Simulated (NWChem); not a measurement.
System: C4H7F; SMILES FC1CCC1

Input file for NWChem:

```
start job
memory heap 200 mb stack 900 mb global 1100 mb
geometry units angstroms noautosym nocenter noautoz
  F     -0.009705     1.836527     0.000000
  C      0.470854     0.538433     0.000000
  C     -0.072797    -0.410089    -1.083992
  C     -0.091778    -1.525261     0.000000
  C     -0.072797    -0.410089     1.083992
  H      1.566584     0.587471     0.000000
  H      0.521272    -0.560815    -1.990307
  H     -1.087847    -0.107565    -1.361489
  H      0.831246    -2.113576     0.000000
  H     -0.942632    -2.211365     0.000000
  H     -1.087847    -0.107565     1.361489
  H      0.521272    -0.560815     1.990307
end
basis spherical
  * library pcsseg-1
end
dft
  xc pbe0
  iterations 150
end
property
  shielding 9 1 2 3 4 6 7 8 9 10
end
task dft property
```

Parts of the log:

```
             Northwest Computational Chemistry Package (NWChem) 7.3.0
             --------------------------------------------------------

                             Geometry "geometry" -> ""
                             -------------------------

 Output coordinates in angstroms (scale by  1.889725989 to convert to a.u.)

  No.       Tag          Charge          X              Y              Z
 ---- ---------------- ---------- -------------- -------------- --------------
    1 F                    9.0000    -0.00970500     1.83652700     0.00000000
    2 C                    6.0000     0.47085400     0.53843300     0.00000000
    3 C                    6.0000    -0.07279700    -0.41008900    -1.08399200
    4 C                    6.0000    -0.09177800    -1.52526100     0.00000000
    5 C                    6.0000    -0.07279700    -0.41008900     1.08399200
    6 H                    1.0000     1.56658400     0.58747100     0.00000000
    7 H                    1.0000     0.52127200    -0.56081500    -1.99030700
    8 H                    1.0000    -1.08784700    -0.10756500    -1.36148900
    9 H                    1.0000     0.83124600    -2.11357600     0.00000000
   10 H                    1.0000    -0.94263200    -2.21136500     0.00000000
   11 H                    1.0000    -1.08784700    -0.10756500     1.36148900
   12 H                    1.0000     0.52127200    -0.56081500     1.99030700

 Effective nuclear repulsion energy (a.u.)     182.4963965794

                              NWChem Property Module
                              ----------------------

  itol2e modified to match energy
  convergence criterion.

                                 NWChem DFT Module
                                 -----------------

 Summary of "ao basis" -> "ao basis" (spherical)
 ------------------------------------------------------------------------------
       Tag                 Description            Shells   Functions and Types
 ---------------- ------------------------------  ------  ---------------------
 F                          pcsseg-1                 7       17   3s3p1d
 C                          pcsseg-1                 7       17   3s3p1d
 H                          pcsseg-1                 3        5   2s1p

  itol2e modified to match energy
  convergence criterion.

            General Information
            -------------------
          SCF calculation type: DFT
          Wavefunction type:  closed shell.
          No. of atoms     :    12
          No. of electrons :    40
           Alpha electrons :    20
            Beta electrons :    20
          Charge           :     0
          Spin multiplicity:     1
          Use of symmetry is: off; symmetry adaption is: off
          Maximum number of iterations: 150
          AO basis - number of functions:   120
                     number of shells:    56
          Convergence on energy requested:  1.00D-07
          Convergence on density requested:  1.00D-05
          Convergence on gradient requested:  5.00D-04

              XC Information
              --------------
                         PBE0 Method XC Functional
                     Hartree-Fock (Exact) Exchange  0.250
          PerdewBurkeErnzerhof Exchange Functional  0.750
            Perdew 1991 LDA Correlation Functional  1.000 local
           PerdewBurkeErnz. Correlation Functional  1.000 non-local

             Grid Information
             ----------------
          Grid used for XC integration:  fine
          Radial quadrature: Mura-Knowles
          Angular quadrature: Lebedev.
          Tag              B.-S. Rad. Rad. Pts. Rad. Cut. Ang. Pts.
          ---              ---------- --------- --------- ---------
          F                   0.50       70          11.0       590
          C                   0.70       70          10.0       590
          H                   0.35       60          11.0       590
          Grid pruning is: on
          Number of quadrature shells:   770
          Spatial weights used:  Erf1

      Superposition of Atomic Density Guess
      -------------------------------------

 Sum of atomic energies:        -253.47030359

      Non-variational initial energy
      ------------------------------

 Total energy =    -256.627815
 1-e energy   =    -706.067091
 2-e energy   =     266.942880
 HOMO         =      -0.353394
 LUMO         =       0.078750

   convergence    iter        energy       DeltaE   RMS-Dens  Diis-err
 ---------------- ----- ----------------- --------- --------- ---------
 d= 0,ls=0.0,diis     1   -256.0737446302 -4.39D+02  6.43D-03  6.24D-01
 d= 0,ls=0.0,diis     2   -256.0861010456 -1.24D-02  3.65D-03  6.40D-01
 d= 0,ls=0.0,diis     3   -256.1356650351 -4.96D-02  7.94D-04  4.80D-02
 d= 0,ls=0.0,diis     4   -256.1390068674 -3.34D-03  2.57D-04  2.08D-03
 d= 0,ls=0.0,diis     5   -256.1391936285 -1.87D-04  7.53D-05  1.91D-04
  Resetting Diis
 d= 0,ls=0.0,diis     6   -256.1392158968 -2.23D-05  6.39D-06  1.37D-06
 d= 0,ls=0.0,diis     7   -256.1392160449 -1.48D-07  3.85D-06  1.14D-07
 d= 0,ls=0.0,diis     8   -256.1392160418  3.04D-09  1.78D-06  1.59D-07

         Total DFT energy =     -256.139216041835
      One electron energy =     -710.724648516238
           Coulomb energy =      306.592984164984
    Exchange-Corr. energy =      -34.503948269948
 Nuclear repulsion energy =      182.496396579366

 Numeric. integr. density =       40.000000837860

                       DFT Final Molecular Orbital Analysis
                       ------------------------------------

 Vector   18  Occ=2.000000D+00  E=-3.553661D-01
              MO Center= -4.3D-02, -5.0D-01,  3.6D-09, r^2= 2.7D+00
   Bfn.  Coefficient  Atom+Function         Bfn.  Coefficient  Atom+Function
  ----- ------------  ---------------      ----- ------------  ---------------
    60      0.300294   4 C  pz               63      0.204971   4 C  pz
     9      0.200149   1 F  pz               42      0.200252   3 C  py
    76     -0.200252   5 C  py               12      0.195168   1 F  pz
    57      0.140508   4 C  pz               43     -0.118774   3 C  pz
    77     -0.118774   5 C  pz               45      0.115661   3 C  py

 Vector   19  Occ=2.000000D+00  E=-3.243471D-01
              MO Center=  1.3D-01,  2.2D-01, -4.8D-09, r^2= 2.7D+00
   Bfn.  Coefficient  Atom+Function         Bfn.  Coefficient  Atom+Function
  ----- ------------  ---------------      ----- ------------  ---------------
    26     -0.256614   2 C  pz               12      0.249035   1 F  pz
     9      0.247447   1 F  pz               43      0.215029   3 C  pz
    77      0.215029   5 C  pz               46      0.203888   3 C  pz
    80      0.203888   5 C  pz               91     -0.185315   7 H  s
   116      0.185315  12 H  s                37      0.175056   3 C  s

 Vector   20  Occ=2.000000D+00  E=-3.200909D-01
              MO Center=  1.3D-01,  7.2D-02,  1.6D-09, r^2= 3.1D+00
   Bfn.  Coefficient  Atom+Function         Bfn.  Coefficient  Atom+Function
  ----- ------------  ---------------      ----- ------------  ---------------
    86      0.266001   6 H  s                 7     -0.211588   1 F  px
    10     -0.211413   1 F  px               24      0.209166   2 C  px
   106     -0.201360  10 H  s                59      0.159254   4 C  py
    62      0.152622   4 C  py               42     -0.146517   3 C  py
    76     -0.146517   5 C  py               87      0.130374   6 H  s

[...]

          -----------------------------------------
          Chemical Shielding Tensors (GIAO, in ppm)
          -----------------------------------------

                                NWChem CPHF Module
                                ------------------

  scftype          =     RHF
  nclosed          =       20
  nopen            =        0
  variables        =     2000
  # of vectors     =        3
  tolerance        = 0.10D-03
  level shift      = 0.00D+00
  max iterations   =       50
  max subspace     =       30

 SCF residual:    2.5716111529194235E-005

Iterative solution of linear equations
  No. of variables     2000
  No. of equations        3
  Maximum subspace       30
        Iterations       50
       Convergence  1.0D-04

   iter   nsub   residual    time
   ----  ------  --------  ---------
     1      3    3.88D-01     114.5
     2      6    1.03D-02     123.8
     3      9    4.13D-04     133.1
     4     12    4.16D-05     142.3

      Atom:    1  F
        Diamagnetic
    470.5640     -8.6098      0.0000
     -8.6098    491.6176     -0.0000
      0.0000     -0.0000    467.8408

        Paramagnetic
   -177.1981     19.4612      0.0000
     19.4612   -101.0481     -0.0000
      0.0000     -0.0000   -110.1413

        Total Shielding Tensor
    293.3659     10.8515      0.0000
     10.8515    390.5695     -0.0000
      0.0000     -0.0000    357.6995

           isotropic =     347.2117
          anisotropy =      66.8318

          Principal Components and Axis System
                 1           2           3
              391.7662    357.6995    292.1692

      1         0.1096      0.0000      0.9940
      2         0.9940      0.0000     -0.1096
      3        -0.0000      1.0000     -0.0000

      Atom:    2  C
        Diamagnetic
    231.4877     -1.3154     -0.0000
     -1.3154    248.8277     -0.0000
     -0.0000     -0.0000    241.6821

        Paramagnetic
   -154.7200    -34.2060      0.0000
    -34.2060   -111.6637     -0.0000
      0.0000     -0.0000   -166.3724

        Total Shielding Tensor
     76.7677    -35.5213      0.0000
    -35.5213    137.1640     -0.0000
      0.0000     -0.0000     75.3097

           isotropic =      96.4138
          anisotropy =      85.7624

          Principal Components and Axis System
                 1           2           3
              153.5887     75.3097     60.3429

      1        -0.4197      0.0000      0.9077
      2         0.9077      0.0000      0.4197
      3        -0.0000      1.0000     -0.0000

      Atom:    3  C
        Diamagnetic
    240.5876      3.1156      1.1209
      3.1156    254.3567     -0.4963
      1.1209     -0.4963    248.6410

        Paramagnetic
   -107.6215      0.5197      0.7881
      0.5197    -85.6410      9.5883
      0.7881      9.5883    -97.7405

        Total Shielding Tensor
    132.9661      3.6353      1.9090
      3.6353    168.7157      9.0920
      1.9090      9.0920    150.9005

           isotropic =     150.8608
          anisotropy =      33.1414

          Principal Components and Axis System
                 1           2           3
              172.9550    147.0881    132.5392

      1         0.1018      0.0238      0.9945
      2         0.9166     -0.3908     -0.0845
      3         0.3867      0.9202     -0.0616

      Atom:    4  C
        Diamagnetic
    238.6544      0.5253     -0.0000
      0.5253    249.5948     -0.0000
     -0.0000     -0.0000    251.8981

        Paramagnetic
    -62.4269      2.1184      0.0000
      2.1184    -90.9075      0.0000
      0.0000      0.0000    -68.3481

        Total Shielding Tensor
    176.2275      2.6437      0.0000
      2.6437    158.6873      0.0000
      0.0000      0.0000    183.5500

           isotropic =     172.8216
          anisotropy =      16.0926

          Principal Components and Axis System
                 1           2           3
              183.5500    176.6173    158.2975

      1         0.0000      0.9893     -0.1459
      2         0.0000      0.1459      0.9893
      3         1.0000     -0.0000     -0.0000

      Atom:    5  H
        Diamagnetic
     38.1050      0.6069      0.0000
      0.6069     25.4116     -0.0000
      0.0000     -0.0000     21.9016

        Paramagnetic
     -9.3175     -1.3294      0.0000
     -1.3294      2.5107      0.0000
      0.0000      0.0000      1.2875

        Total Shielding Tensor
     28.7874     -0.7225      0.0000
     -0.7225     27.9223      0.0000
      0.0000      0.0000     23.1891

           isotropic =      26.6330
          anisotropy =       3.8460

          Principal Components and Axis System
                 1           2           3
               29.1970     27.5128     23.1891

      1         0.8700      0.4931     -0.0000
      2        -0.4931      0.8700     -0.0000
      3         0.0000      0.0000      1.0000

      Atom:    6  H
        Diamagnetic
     26.1097     -0.6556     -6.5999
     -0.6556     25.0129      2.0944
     -6.5999      2.0944     36.7156

        Paramagnetic
      0.5122      0.3804      3.8121
      0.3804      1.3803     -1.3888
      3.8121     -1.3888     -2.1358

        Total Shielding Tensor
     26.6219     -0.2752     -2.7878
     -0.2752     26.3932      0.7056
     -2.7878      0.7056     34.5797

           isotropic =      29.1983
          anisotropy =       9.4852

          Principal Components and Axis System
                 1           2           3
               35.5217     26.3349     25.7382

      1        -0.3002     -0.0554      0.9523
      2         0.0825      0.9931      0.0838
      3         0.9503     -0.1037      0.2936

      Atom:    7  H
        Diamagnetic
     34.4032     -2.6460      6.0110
     -2.6460     25.7618     -0.7564
      6.0110     -0.7564     26.9839

        Paramagnetic
     -4.1761      1.6693     -3.1807
      1.6693      1.9974     -0.3544
     -3.1807     -0.3544      2.8239

        Total Shielding Tensor
     30.2271     -0.9767      2.8304
     -0.9767     27.7592     -1.1108
      2.8304     -1.1108     29.8078

           isotropic =      29.2647
          anisotropy =       5.9783

          Principal Components and Axis System
                 1           2           3
               33.2502     27.4434     27.1004

      1         0.7034      0.4947     -0.5104
      2        -0.2590      0.8471      0.4641
      3         0.6619     -0.1942      0.7240

      Atom:    8  H
        Diamagnetic
     31.8577     -7.6571      0.0000
     -7.6571     32.2961     -0.0000
      0.0000     -0.0000     24.0146

        Paramagnetic
     -0.6582      3.3812     -0.0000
      3.3812      0.0375     -0.0000
     -0.0000     -0.0000      2.9526

        Total Shielding Tensor
     31.1995     -4.2759      0.0000
     -4.2759     32.3336     -0.0000
      0.0000     -0.0000     26.9671

           isotropic =      30.1668
          anisotropy =       8.8697

          Principal Components and Axis System
                 1           2           3
               36.0799     27.4533     26.9671

      1        -0.6590      0.7521      0.0000
      2         0.7521      0.6590      0.0000
      3        -0.0000     -0.0000      1.0000

      Atom:    9  H
        Diamagnetic
     30.7206      8.3375     -0.0000
      8.3375     32.9473     -0.0000
     -0.0000     -0.0000     24.1391

        Paramagnetic
     -0.2517     -3.5504      0.0000
     -3.5504      0.0919      0.0000
      0.0000      0.0000      1.7854

        Total Shielding Tensor
     30.4689      4.7872      0.0000
      4.7872     33.0392     -0.0000
      0.0000     -0.0000     25.9245

           isotropic =      29.8108
          anisotropy =      10.3498

          Principal Components and Axis System
                 1           2           3
               36.7107     26.7973     25.9245

      1         0.6086      0.7935     -0.0000
      2         0.7935     -0.6086      0.0000
      3        -0.0000      0.0000      1.0000
```

Level: PBE0/pcSseg-1, GIAO. Coordinates come from a B3LYP/6-31G* (spherical d) optimisation. The output numbers the shielded atoms by their place in the input's list. The printed shielding anisotropy is the first printed principal value minus the mean of the other two.
